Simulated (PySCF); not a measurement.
CH9BSi2. Atoms are numbered in the order given.

```xyz
13

B      0.4491    -0.0540    -0.1222
C      1.9687    -0.1147    -0.4932
H      2.5089    -1.0052    -0.1364
H      2.3822     0.7452     0.0803
H      2.2106     0.0853    -1.5489
Si    -0.2918    -0.9438     1.5366
H     -1.6137    -1.5863     1.2559
H     -0.5272     0.1241     2.5616
H      0.6118    -1.9724     2.1405
Si    -0.8514     1.0038    -1.2544
H     -1.9644     1.6095    -0.4605
H     -1.4641     0.0321    -2.2181
H     -0.1964     2.0863    -2.0540
```
Charge 0, spin multiplicity 1.

Coordinates come from a ωB97X-D3(BJ)/def2-SVP optimisation. This is a generated structure with no PubChem entry under its InChIKey; it may be hypothetical.

Calculation: PySCF with TDDFT-LC-ωPBE/def2-SVPD.

Vertical excitations. Gas-phase values at a fixed geometry.

```csv
state,energy (eV),λ (nm),f,main pairs
S1,3.70,335,0.000,HOMO→LUMO 97 %
S2,5.17,240,0.006,HOMO−1→LUMO 88 %
S3,7.22,172,0.020,"HOMO→LUMO+1 67 %, HOMO→LUMO+2 16 %"
S4,7.25,171,0.006,HOMO−2→LUMO 94 %
S5,7.46,166,0.133,HOMO−3→LUMO 88 %
S6,7.63,162,0.004,"HOMO−5→LUMO 64 %, HOMO→LUMO+4 11 %"
S7,7.68,161,0.062,HOMO−4→LUMO 90 %
S8,7.81,159,0.105,"HOMO→LUMO+2 28 %, HOMO−5→LUMO 16 %, HOMO→LUMO+5 14 %, HOMO→LUMO+1 14 %"
S9,7.99,155,0.004,"HOMO→LUMO+4 58 %, HOMO→LUMO+5 12 %"
S10,8.32,149,0.018,"HOMO→LUMO+6 49 %, HOMO→LUMO+3 24 %"
T1,2.86,434,0,HOMO→LUMO 95 %
T2,4.32,287,0,HOMO−1→LUMO 84 %
T3,6.66,186,0,"HOMO−3→LUMO 34 %, HOMO→LUMO+2 21 %, HOMO→LUMO+1 18 %"
T4,6.75,184,0,"HOMO−3→LUMO 50 %, HOMO→LUMO+2 19 %, HOMO→LUMO+1 8 %"
```
Triplets are in the Tamm–Dancoff approximation, which puts them higher than full response would, so one can lie above its singlet here.
